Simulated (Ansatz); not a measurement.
Cartesian coordinates in Å:
```
C -1.4482 -0.1109 -1.4121
C -0.0216 0.3204 -1.7084
C 0.6389 1.0522 -0.5419
Zn 0.7152 0.0478 1.1376
C 0.8071 -0.9444 2.8080
H -1.9169 -0.5926 -2.2738
H -1.4841 -0.8219 -0.5785
H -2.0667 0.7474 -1.1332
H -0.0270 0.9605 -2.6003
H 0.5695 -0.5607 -1.9825
H 0.0995 1.9876 -0.3440
H 1.6591 1.3511 -0.8093
H 1.1317 -1.9743 2.6371
H 1.5132 -0.4832 3.5038
H -0.1698 -0.9792 3.2978
```

Total charge 0; spin multiplicity 1.

(1) List the ωB97M-V/def2-TZVPP orbital energies in eV (Ansatz 0.2.0). (Estimate.)

Answers

(1) The calculation gave: Occupied: -9464.71, -1155.99, -1016.43, -1016.43, -1016.33, -281.14, -280.99, -280.61, -280.43, -135.80, -91.18, -91.17, -90.99, -24.36, -21.41, -21.19, -18.67, -16.53, -16.52, -16.46, -16.45, -16.37, -15.03, -14.57, -13.26, -12.91, -12.89, -12.28, -11.65, -11.50, -10.87, -8.93. Lowest empty: 1.30, 1.41, 1.59, 2.70, 3.82, 3.97, 4.29, 4.46.
